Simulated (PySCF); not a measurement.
Input of a run (PBE0-D3(BJ)/def2-SVP geometry optimisation, gas phase, def2 core potentials past Kr (PySCF 2.14.0)), started from GFN2-xTB:
```
{"job": {"xc": "PBE0", "basis": "def2-SVP", "d3": "d3bj", "grid": 1, "maxiter": 30, "shake": 0.03, "kind": "geom"}, "charge": 0, "multiplicity": 1}
Sn     0.063270    -0.077880     0.185530
H     -0.011280    -0.029610     1.946200
Br     2.291890     0.003660    -0.744900
Br    -1.084850     2.046730    -0.697670
Br    -1.184170    -2.053380    -0.751280
```

Output (energies in Eh, forces in Eh/bohr):
```
step   0  E = -7935.67813801  max force = 0.028917
step   1  E = -7935.68211221  max force = 0.007537
step   2  E = -7935.68268439  max force = 0.001818
step   3  E = -7935.68265545  max force = 0.001289
step   4  E = -7935.68264388  max force = 0.000691
step   5  E = -7935.68265173  max force = 0.000552
step   6  E = -7935.68265487  max force = 0.000378
step   7  E = -7935.68265554  max force = 0.000271
optimisation converged
```

Summarise the run.

The energy falls by 0.123 eV over 8 energy and gradient evaluations, the largest force component goes from 0.0289 to 2.7e-04 Eh/bohr, and the atoms move by 0.071 Å rms after alignment. The bond that changes most is Sn1–Br4 (ends: tin bonded to 3 Br and H; bromine bonded to Sn), which shortens by 0.104 Å. Bonds longer at the end by more than 0.005 Å: 1 of 4; shorter: 3. Among the angles that change most is H2–Sn1–Br4, from 107.5° to 112.3°. The energy rose by more than 1e-6 Eh at steps 3 and 4. The first step brought 88 % of the lowering.

What are the final bond lengths?

Sn1–H2 1.704 Å, Sn1–Br3 2.468 Å, Sn1–Br4 2.467 Å, Sn1–Br5 2.467 Å. Numbering counts from 1 in the input's order; the species is SnHBr3, `[Br][SnH]([Br])[Br]`.

The run used 127 basis functions and 47 SCF cycles in all.

No PBE0-D3(BJ)/def2-SVP frequencies stand behind this structure, so it isn't proved a minimum.
